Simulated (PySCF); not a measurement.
## Working out the ionisation energy of Ga¹⁹⁺

Ga¹⁹⁺ [Ne] 3s2 (1S) → Ga²⁰⁺ [Ne] 3s1 (2S). Computed with PySCF 2.14 in an uncontracted even-tempered set (18 s from 1.9 bohr⁻², ratio 2.5; 11 p from 2.4 bohr⁻², ratio 2.5; 5 d from 9.5 bohr⁻², ratio 2.7; 4 f from 14 bohr⁻², ratio 2.7), with the spin-free X2C one-electron Hamiltonian (Gaussian nucleus). Frozen: 1s2; the 19 highest virtual orbitals dropped. Energies in hartree (1 hartree = 27.21139 eV):

| part | Ga¹⁹⁺ (lower) | Ga²⁰⁺ (upper) |
| --- | --- | --- |
| UHF | -1741.480183 | -1713.498640 |
| MP2 opposite-spin | -0.316962 | -0.231378 |
| MP2 same-spin | -0.095153 | -0.085459 |

Question: What does Hartree-Fock give?

Answer: (-1713.498640) − (-1741.480183) = 27.981543 hartree = 761.417 eV.

Question: What do MP2 and SCS-MP2 (6/5 opposite-spin, 1/3 same-spin) give?

Answer: The opposite-spin parts differ by 2.329 eV and the same-spin parts by 0.264 eV. MP2: 761.417 + (2.329) + (0.264) = 764.010 eV. SCS-MP2: 761.417 + 1.2 × (2.329) + (0.264)/3 = 764.300 eV.

Reference: 765.7 ± 0.9 eV (semi-empirical (NIST evaluation); NIST Atomic Spectra Database, ionization energies).

What remains against the reference includes basis incompleteness, the frozen core and correlation beyond second order.
